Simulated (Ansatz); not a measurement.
Input file for Ansatz (a quantum-chemistry and plane-wave program): R-PBE/def2-TZVPP on PH3 (SMILES P).

Ansatz 0.2 input:
```yaml
crystal:
  periodic: [false, false, false]
  atoms:
    - {symbol: P, position_ang: [-0.00000031, -0.00000000, 0.00000000]}
    - {symbol: H, position_ang: [1.37996303, 0.00000000, -0.00000000]}
    - {symbol: H, position_ang: [-0.68998136, 1.19507881, -0.00000000]}
    - {symbol: H, position_ang: [-0.68998136, -1.19507881, -0.00000000]}
basis:
  gaussian:
    orbitals: def2-TZVPP
hamiltonian:
  xc: {name: PBE}
scf: {lower_state_search: off}
```

### Question
What total energy does the run end on?

### Answer
-342.9311 hartree.
